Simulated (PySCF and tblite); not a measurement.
Values are calculated unless marked as measured or tabulated.
C8H11NO, numbered as in [CH3:1][CH2:2][C@@:3]12[CH2:4][CH2:5][C@@H:6]([C:7]#[N:8])[C@@H:9]1[O:10]2.

The ensemble was built from 90 distance-geometry starts (ETKDG and KDG, MMFF94s, GFN2-xTB) and rests on GFN2-xTB geometries. Free energies are B3LYP-D3(BJ)/def2-SVP (IEF-PCM, acetonitrile) single points with GFN2-xTB rigid-rotor and vibrational terms (modes under about 100 cm⁻¹ blended into free rotors). Symmetry numbers and mirror images are counted. Conformers within 2.5 kcal/mol (GFN2-xTB free energy) were kept, 3 at most. (PySCF 2.14, tblite 0.8.)

Rotational constants are equilibrium values for the commonest isotopes; dipoles come from the energy level named and are polarised by its solvent model.

Torsions listed: C1–C2–C3–O10. The 5-ring runs over atoms 3–4–5–6–9.

```tsv
conformer	shape	symmetry	weight %
1	5-ring envelope (ring torsions -30, 30, -19, 0, 18°); 39°	C1	38.7
2	5-ring envelope (ring torsions -30, 30, -19, 1, 18°); 144°	C1	31.6
3	5-ring envelope (ring torsions -29, 29, -18, 0, 18°); -81°	C1	29.7
```

Sets of constants, in random order:

| set | A (MHz) | B (MHz) | C (MHz) | abs μa (D) | abs μb (D) | abs μc (D) |
| --- | --- | --- | --- | --- | --- | --- |
| P | 1923 | 1162 | 945 | 2.01 | 1.90 | 0.73 |
| Q | 2667 | 885 | 856 | 2.50 | 1.63 | 0.42 |
| R | 2283 | 994 | 883 | 2.06 | 2.11 | 0.00 |

(1) Match each set to its conformer.

The cap on conformers cut off some of the population, so the set may be incomplete.

## Answers

(1) P is conformer 2, Q is conformer 3, R is conformer 1.
